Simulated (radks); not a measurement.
The numbers below are computed, except where a source is named.
Excited configurations of Fe II: one electron is placed in a higher orbital outside [Ar] 3d6. The ground configuration is [Ar] 3d6 4s1. Level of theory: scalar-relativistic Kohn-Sham, PBEsol, spin-polarised, spherical densities, finite nucleus; open shells are filled with parallel spins first; Fermi nuclear charge, rms radius 3.7377 fm (a radial shooting solver on a logarithmic mesh with Libxc functionals). Excitation = E - E(ground); binding = E(ion) - E, where the ion is the core of charge +2; n* = 2/sqrt(2 binding) in atomic units, and the quantum defect is n - n*.

| outer orbital | excitation (eV) | binding (eV) | n* | quantum defect | <r> (bohr) |
|---|---|---|---|---|---|
| 4d | 10.835 | 5.988 | 3.015 | 0.985 | 5.491 |
| 4f | 13.269 | 3.554 | 3.913 | 0.087 | 8.665 |
| 5p | 11.260 | 5.563 | 3.128 | 1.872 | 7.228 |
| 5d | 13.241 | 3.582 | 3.898 | 1.102 | 10.48 |
| 5f | 14.441 | 2.381 | 4.781 | 0.219 | 14.88 |
| 6s | 12.900 | 3.923 | 3.725 | 2.275 | 10.86 |
| 6p | 13.522 | 3.301 | 4.061 | 1.939 | 12.49 |
| 6d | 14.453 | 2.370 | 4.792 | 1.208 | 16.74 |
| 6f | 15.122 | 1.701 | 5.657 | 0.343 | 22.41 |
| 7p | 14.627 | 2.196 | 4.979 | 2.021 | 19.13 |
| 7d | 15.142 | 1.680 | 5.691 | 1.309 | 24.37 |
| 7f | 15.547 | 1.275 | 6.533 | 0.467 | 31.23 |

The Delta-SCF ionisation energy is 16.823 eV (NIST Atomic Spectra Database: 16.199 eV, measured). Self-interaction in the functional shifts the binding energies and quantum defects, so they are the method's values and not measured ones. Open shells are spherical and high-spin; term and fine-structure splittings are not resolved.
